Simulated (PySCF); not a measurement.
**Two-dimensional NMR puzzle**

Compound of formula C$_{5}$H$_{12}$Si$_{2}$. Correlations simulated from computed shifts and the bond graph:

HSQC (one-bond C–H):
| δH | δC |
| --- | --- |
| 2.49 | 28.6 |
| 1.62 | 79.6 |
| 1.40 | 21.5 |

HMBC (two and three bonds, from the bond graph):
| δH | δC |
| --- | --- |
| 3.87 | 28.6, 21.5, 8.4 |
| 2.49 | 86.1, 79.6, 21.5, 8.4 |
| 1.62 | 86.1, 28.6 |
| 1.40 | 28.6, 8.4 |

Carbons without hydrogens: δ 86.1, 8.4.

Method: coordinates at the GFN2-xTB level, GIAO PBE0/pcSseg-1 shieldings, in PySCF 2.14 (isolated molecule, non-relativistic, one computed conformer, fast rotation and ring inversion assumed for equivalent nuclei).

References, each an isolated molecule treated in the same way: ¹H (σref 31.72), ¹³C (σref 186.93) vs TMS.

Exchangeable hydrogens are left out of these lists.

Question: Work out the connectivity.

Answer: SMILES C#CCC(C)([SiH3])[SiH3].

Numbering as in the mapped SMILES `[CH:1]#[C:2][CH2:3][C:4]([CH3:5])([SiH3:6])[SiH3:7]`. Each H is labelled by its parent atom.

δC 86.1 is C2, an alkyne carbon. δC 79.6 is C1, a terminal alkyne carbon (δH 1.62). δC 28.6 is C3, a propargylic sp3 CH2 (δH 2.49). δC 21.5 is C5, a methyl carbon (δH 1.40). δC 8.4 is C4, a fully substituted sp3 carbon bonded to 2 Si. HMBC from δH 3.87 reaches the proton-free carbon C4. HMBC from δH 2.49 reaches the proton-free carbons C2, C4. HMBC from δH 1.62 reaches the proton-free carbon C2. HMBC from δH 1.40 reaches the proton-free carbon C4.

This is the structure that produced the data.

Shifts are as computed. Against solution values, carbons near 30 ppm lie about +3 ppm off and those near 130 ppm about +5 ppm. Of 1211 compounds with measured shifts, 218 miss one by over three times the rms of a fit or turn the order of signals round; such compounds aren't used in these exercises.
